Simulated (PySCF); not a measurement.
## Correlation energy of Cl⁺ (chlorine, charge +1)

[Ne] 3s1 3p5, high-spin 3P determinant (an excited configuration). Computed with PySCF 2.14 in aug-cc-pV(D+d)Z (5s4p3d, 32 functions), with the non-relativistic Hamiltonian (point nucleus). Frozen: [Ne]; 6 electrons correlated.

MP2 pair energies summed by pair of shells (mhartree):

```csv
pair,energy,share (%)
3p-3p,-134.80,93.5
3s-3p,-9.36,6.5
```

Total MP2 correlation energy: -144.16 mhartree.

Same-spin part -26.84 and opposite-spin part -117.32 mhartree; SCS-MP2 scales them by 1/3 and 6/5 to -149.73 mhartree.
